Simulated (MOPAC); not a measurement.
A run for MOPAC: PM7 on H2OSn (SMILES [OH][SnH]), a point of a bond scan (R = 3.155 Å).

```
PM7 1SCF PRECISE CHARGE=0 THREADS=1
H2OSn

Sn    -0.18386056 1    -0.15025870 1     0.19526245 1
H     -2.40871744 1     0.13848763 1    -2.02267119 1
O      1.21528417 1     0.79939053 1    -0.86933130 1
H      0.92596202 1     1.10307134 1    -1.73634394 1
```

Program output:

```
*******************************************************************************
 **                                                                           **
 **                              MOPAC v23.2.5                                **
 **                                                                           **
 *******************************************************************************
 ** MOPAC's Digital Object Identifier: https://doi.org/10.5281/zenodo.6511958 **
 **                                                                           **
 ** Please cite the open-source release paper for use of this MOPAC version:  **
 ** J. E. Moussa and J. J. P. Stewart (2026)                                  **
 ** MOPAC: An open-source semiempirical molecular orbital program             **
 ** J. Open Source Softw., 11(119), 8025, https://doi.org/10.21105/joss.08025 **
 *******************************************************************************

                              PM7 CALCULATION RESULTS

 *******************************************************************************
 *  PM7        - The PM7 Hamiltonian to be used
 *
 *
 *
 *                 CHARGE ON SYSTEM = 0
 *
 *
 *
 *  PRECISE    - TIGHTER CRITERIA TO BE USED
 *  1SCF       - DO 1 SCF AND THEN STOP
 *  THREADS=1  - MULTI-THREADING NOT USED
 *  T=         - A TIME OF 172800.0 SECONDS REQUESTED
 *  DUMP=N     - RESTART FILE WRITTEN EVERY 7200.0 SECONDS REQUESTED
 *******************************************************************************
PM7 1SCF PRECISE CHARGE=0 THREADS=1
 H2OSn

   ATOM   CHEMICAL          X               Y               Z
  NUMBER   SYMBOL      (ANGSTROMS)     (ANGSTROMS)     (ANGSTROMS)

     1      Sn         -0.18386056  *  -0.15025870  *   0.19526245  *
     2       H         -2.40871744  *   0.13848763  *  -2.02267119  *
     3       O          1.21528417  *   0.79939053  *  -0.86933130  *
     4       H          0.92596202  *   1.10307134  *  -1.73634394  *



          CARTESIAN COORDINATES

    NO.       ATOM           X           Y           Z

     1        Sn         -0.1839     -0.1503      0.1953
     2         H         -2.4087      0.1385     -2.0227
     3         O          1.2153      0.7994     -0.8693
     4         H          0.9260      1.1031     -1.7363

 General Reference for PM7:
 "Optimization of Parameters for Semiempirical Methods VI: More Modifications to the
 NDDO Approximations and Re-optimization of Parameters", J. J. P. Stewart, J. Mol. Mod., 1:32, 19 (2013)
 https://link.springer.com/article/10.1007/s00894-012-1667-x

           Empirical Formula: H2 O Sn  =     4 atoms



      MOLECULAR POINT GROUP   :   Cs


      RHF CALCULATION, NO. OF DOUBLY OCCUPIED LEVELS = 6



 ALL CONVERGERS ARE NOW FORCED ON
 SHIFT=10, PULAY ON, CAMP-KING ON
 AND ITERATION COUNTER RESET



 -------------------------------------------------------------------------------
 PM7 1SCF PRECISE CHARGE=0 THREADS=1
 H2OSn



     1SCF WAS SPECIFIED, SO BFGS WAS NOT USED
     SCF FIELD WAS ACHIEVED


                              PM7 CALCULATION
                                                       MOPAC v23.2.5 Linux




          FINAL HEAT OF FORMATION =        110.88756 KCAL/MOL =     463.95355 KJ/MOL


          COSMO AREA              =        102.86 SQUARE ANGSTROMS
          COSMO VOLUME            =         87.75 CUBIC ANGSTROMS

          IONIZATION POTENTIAL    =          6.466750 EV
          HOMO LUMO ENERGIES (EV) =         -6.467 -0.419
          NO. OF FILLED LEVELS    =          6
          MOLECULAR WEIGHT        =        136.7052         POINT GROUP:  Cs

          MOLECULAR DIMENSIONS (Angstroms)

            Atom       Atom       Distance
            O     3    H     2     3.86010
            H     4   Sn     1     2.46416
            H     4    O     3     0.00000


          SCF CALCULATIONS        =          1





   ATOM   CHEMICAL          X               Y               Z
  NUMBER   SYMBOL      (ANGSTROMS)     (ANGSTROMS)     (ANGSTROMS)

     1      Sn         -0.18386056  *  -0.15025870  *   0.19526245  *
     2       H         -2.40871744  *   0.13848763  *  -2.02267119  *
     3       O          1.21528417  *   0.79939053  *  -0.86933130  *
     4       H          0.92596202  *   1.10307134  *  -1.73634394  *

                             CARTESIAN COORDINATES

   1   Sn       -0.183860560    -0.150258700     0.195262450
   2    H       -2.408717440     0.138487630    -2.022671190
   3    O        1.215284170     0.799390530    -0.869331300
   4    H        0.925962020     1.103071340    -1.736343940


           Empirical Formula: H2 O Sn  =     4 atoms



      MOLECULAR POINT GROUP   :   Cs


                  EIGENVALUES
 -26.72661 -15.89293 -12.61368 -11.72048 -10.24203  -6.46675  -0.41882   1.94382
   2.88798   6.47168


              NET ATOMIC CHARGES AND DIPOLE CONTRIBUTIONS

  ATOM NO.   TYPE          CHARGE      No. of ELECS.   s-Pop       p-Pop
    1         Sn           0.730478        3.2695     1.80152     1.46800
    2          H          -0.150941        1.1509     1.15094
    3          O          -0.940375        6.9404     1.80623     5.13415
    4          H           0.360838        0.6392     0.63916
 DIPOLE           X         Y         Z       TOTAL
 POINT-CHG.    -2.783    -2.326     3.069     4.751
 HYBRID         1.836     2.053    -3.151     4.185
 SUM           -0.947    -0.274    -0.082     0.990


          ATOMIC ORBITAL ELECTRON POPULATIONS

     Atom    s        px        py        pz
    1 Sn   1.80152   0.48059   0.19098   0.79643
    2  H   1.15094
    3  O   1.80623   1.75484   1.86403   1.51527
    4  H   0.63916

 **********************
 *                    *
 * JOB ENDED NORMALLY *
 *                    *
 **********************




 == MOPAC DONE ==
```

The run finished.

Cost: roughly 0.07 core-seconds.
